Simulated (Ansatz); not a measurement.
Program: Ansatz. Geometries: PBE0-D4/def2-TZVP. ΔE: electronic, gas phase. CCSD(T)/CBS is the MP2 limit (def2-TZVPP, def2-QZVPP) plus CCSD(T) − MP2 in def2-TZVPP, frozen cores. DFT in def2-TZVPP. HSE06 is defined as in plane-wave codes. For Ge outer-core shells are correlated without core-valence functions, which leaves a few kJ/mol of doubt a bond. Scalar relativity is left out up to krypton. Each species was taken in one conformer, which may not be the lowest.

Consider the ligand exchange at the Si–C bond: `NC[SiH2]Cl` + `[SH][GeH3]` → `Cl[SiH2][S][GeH3]` + CH₃NH₂.

Task: Is it downhill or uphill in electronic energy at CCSD(T)/CBS, and by how much? (Estimate.)

Result: The calculation gave: Downhill: ΔE = -0.74 eV.

Task: What do these levels give: PBE-D4, r2SCAN0-D4, HSE06-D4, BHLYP-D4, ωB97M-V, PBE-QIDH, r2SCAN, HSE06, LC-ωPBE, HF/def2-SVP, HF/def2-QZVPP, MP2/def2-QZVPP? (An estimate is asked.)

Result: Computed: PBE-D4 -0.71, r2SCAN0-D4 -0.74, HSE06-D4 -0.73, BHLYP-D4 -0.73, ωB97M-V -0.68, PBE-QIDH -0.74, r2SCAN -0.73, HSE06 -0.71, LC-ωPBE -0.68, HF/def2-SVP -0.61, HF/def2-QZVPP -0.68, MP2/def2-QZVPP -0.78 eV.

Largest T1 diagnostic among the species: 0.011.

At CCSD(T), def2-SVP lies +0.12 eV from the extrapolated value and def2-TZVPP +0.04 eV. The D4 term adds −0.03 eV with B3LYP and −0.02 eV with PBE0; it sums over pairs of atoms, weighted by their polarisabilities, and B3LYP, whose exchange is more repulsive, gets the larger term. Leaving LDA and LC-ωPBE aside and taking each functional with its dispersion term where it has one, the values, not all of them listed here, spread over 0.09 eV, from PBE-QIDH to CAM-B3LYP-D4. LDA lies +0.05 eV from PBE without D4.

B3LYP here is the variant with VWN-RPA as its local correlation; programs differ in this.
